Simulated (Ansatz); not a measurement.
Species: C$_{7}$H$_{14}$OSi, SMILES `O=C[C@H]1CC[C@@H]([SiH3])CC1` (O–C–C–C torsion 133°) (charge 0, multiplicity 1).

Give a relaxed geometry from PBE-D3(BJ)/def2-SVP in Ansatz (a first-principles code).

One answer among several that fit: the end point of this relaxation, one of several conformers (outside a Z-matrix the atoms follow the SMILES, hydrogens last).
Cartesian coordinates (Å) in one orientation:
```xyz
23

O     -2.288     0.103     2.070
C     -2.423     0.111     0.863
C     -1.656    -0.755    -0.123
C     -1.122     0.095    -1.296
C      0.082     0.951    -0.876
C      1.202     0.096    -0.250
Si     2.708     1.150     0.246
C      0.661    -0.726     0.937
C     -0.550    -1.586     0.542
H     -3.189     0.789     0.368
H     -2.441    -1.435    -0.535
H     -0.821    -0.586    -2.121
H     -1.933     0.738    -1.701
H     -0.250     1.715    -0.136
H      0.462     1.517    -1.752
H      1.569    -0.614    -1.030
H      2.313     2.157     1.295
H      3.247     1.893    -0.950
H      3.801     0.277     0.805
H      1.458    -1.377     1.355
H      0.357    -0.040     1.757
H     -0.226    -2.378    -0.167
H     -0.959    -2.095     1.438
```
